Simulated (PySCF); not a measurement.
# Polarisability and C₆ of Cr- (chromium, charge -1)

[Ar] 3d5 4s2, high-spin 6S determinant. All numbers are calculated (PySCF 2.14, the non-relativistic Hamiltonian (point nucleus), in def2-QZVPPD (11s6p5d3f2g, 93 functions)). Coupled (time-dependent) response in atomic units; α is the mean over directions.

```json
{"method": "wB97X-V", "mean α (bohr³)": "302.8", "C₆ (like pair)": "5226", "S(−4)": "65900"}
```

S(−4) is the Cauchy moment in α(ω) = α(0) + S(−4) ω² + …

α(iu) at wB97X-V:

```json
{"u (hartree)": "0", "α(iu) (bohr³)": "302.8"}
{"u (hartree)": "0.0500", "α(iu) (bohr³)": "205.1"}
{"u (hartree)": "0.100", "α(iu) (bohr³)": "112.3"}
{"u (hartree)": "0.200", "α(iu) (bohr³)": "44.07"}
{"u (hartree)": "0.300", "α(iu) (bohr³)": "23.79"}
{"u (hartree)": "0.500", "α(iu) (bohr³)": "11.20"}
{"u (hartree)": "0.750", "α(iu) (bohr³)": "6.526"}
{"u (hartree)": "1.00", "α(iu) (bohr³)": "4.554"}
{"u (hartree)": "1.50", "α(iu) (bohr³)": "2.726"}
{"u (hartree)": "2.00", "α(iu) (bohr³)": "1.844"}
{"u (hartree)": "3.00", "α(iu) (bohr³)": "1.010"}
{"u (hartree)": "5.00", "α(iu) (bohr³)": "0.4410"}
```

For an ion, C₆ is the dispersion term alone; charge-induced terms of lower order in 1/R come first.
